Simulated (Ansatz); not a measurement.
Computed with Ansatz on PBE0-D4/def2-TZVP structures; ΔE is electronic, products minus reactants. CCSD(T)/CBS is the MP2 limit (def2-TZVPP, def2-QZVPP) plus CCSD(T) − MP2 in def2-TZVPP, frozen cores. Functionals use def2-TZVPP. B3LYP here is the variant with VWN-RPA as its local correlation; programs differ in this. For Se outer-core shells are correlated without core-valence functions, which leaves a few kJ/mol of doubt a bond. Scalar relativity is left out up to krypton. One conformer a species, not always the lowest.

Reaction (formal exchange of groups at the Se–C bond): `N[SiH2]C[SeH]` + `BCN=C` → `BC/N=C/[SeH]` + `C[SiH2]N`

```json
{"level": "PBE0-D4", "ΔE (kJ/mol)": "-20.3"}
{"level": "B3LYP-D4", "ΔE (kJ/mol)": "-20.3"}
{"level": "ωB97X-V", "ΔE (kJ/mol)": "-16.6"}
{"level": "PBE0", "ΔE (kJ/mol)": "-22.8"}
{"level": "CCSD(T)/def2-TZVPP", "ΔE (kJ/mol)": "-14.1"}
{"level": "HF/def2-QZVPP", "ΔE (kJ/mol)": "-14.7"}
{"level": "MP2/CBS(def2)", "ΔE (kJ/mol)": "-16.1"}
{"level": "CCSD/CBS(def2)", "ΔE (kJ/mol)": "-12.4"}
```

Q: What does CCSD(T)/CBS give? (Estimate.)

A: Computed: -13.2 kJ/mol. The listed levels differ from it by -7.1, -7.1, -3.4, -9.6, -0.9, -1.5, -2.9, 0.8 kJ/mol.

Largest T1 diagnostic among the species: 0.012.

From PBE to PBE0 (25 % exact exchange), in def2-TZVPP and without D4, ΔE moves by +4.8 kJ/mol. The D4 term adds +5.1 kJ/mol with B3LYP and +2.5 kJ/mol with PBE0; it sums over pairs of atoms, weighted by their polarisabilities, and B3LYP, whose exchange is more repulsive, gets the larger term.
